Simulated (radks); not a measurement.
Results of a calculation; reference values are marked as such.
Q: Radial electron density D(r) = 4 pi r^2 rho(r) of an atom or ion with 60.5 electrons. Level of theory: scalar-relativistic Kohn-Sham, r2SCAN, spin-polarised, spherical densities, finite nucleus; meta-GGA in the generalised Kohn-Sham scheme; Fermi nuclear charge, rms radius of each element as measured or else 0.836 A^(1/3) + 0.57 fm (a radial shooting solver on a logarithmic mesh with Libxc functionals).

r (bohr),D(r) (e/bohr),spin D(r)
0.003826,26.52,0.00566
0.004454,32.24,0.00679
0.005227,39.06,0.00808
0.006085,46.18,0.00933
0.007084,53.69,0.0105
0.008247,61.21,0.0115
0.009678,68.61,0.0122
0.01127,74.53,0.0122
0.01312,78.74,0.0114
0.01527,80.75,0.00988
0.01778,80.40,0.00759
0.02086,77.87,0.00480
0.02429,74.46,0.00257
0.02827,71.71,0.00182
0.03291,71.48,0.00367
0.03862,75.49,0.00909
0.04496,83.50,0.0169
0.05235,93.80,0.0246
0.06094,102.9,0.0281
0.07094,106.9,0.0233
0.08325,103.1,0.00889
0.09692,93.52,-0.00561
0.1128,83.41,-0.00362
0.1314,78.95,0.0373
0.1541,83.06,0.144
0.1794,90.74,0.318
0.2089,92.94,0.573
0.2432,83.31,0.942
0.2831,64.18,1.48
0.3322,44.64,2.29
0.3868,36.22,3.23
0.4503,38.23,4.19
0.5242,42.77,4.85
0.6152,41.61,5.09
0.7161,33.71,4.92
0.8337,23.71,4.55
0.9706,16.04,4.09
1.13,11.88,3.49
1.326,9.636,2.67
1.544,7.769,1.81
1.797,5.603,1.05
2.092,3.534,0.523
2.455,1.985,0.231
2.858,1.214,0.109
3.327,0.8895,0.0516
3.873,0.7126,0.0152
4.509,0.5258,-0.00932
5.292,0.3147,-0.0184
6.16,0.1529,-0.0148
7.172,0.05712,-0.00779
8.349,0.01593,-0.00288
9.797,0.002945,-0.000743
11.41,0.0004154,-0.000140

What is the nuclear charge?

A: Z = 61. The innermost maximum, from 1s, lies near gamma/Z bohr with gamma = sqrt(1 - (Z/c)^2) = 0.895, here 0.0147 bohr (found: 0.0161), and its height grows with Z. The density is that of the promethium ion Pm0.5+ in [Kr] 4d10 4f5 5s(up 1, down 0.5) 5p6 6s2; the configuration itself is not fixed sharply by these data, and Z only to a few units. D(r) has 4 maxima, at r = 0.0161, 0.0715, 0.201, 0.554 bohr, and minima at 0.0309, 0.132, 0.399 bohr, inside which lie 1.95, 11.19, 29.11 electrons.
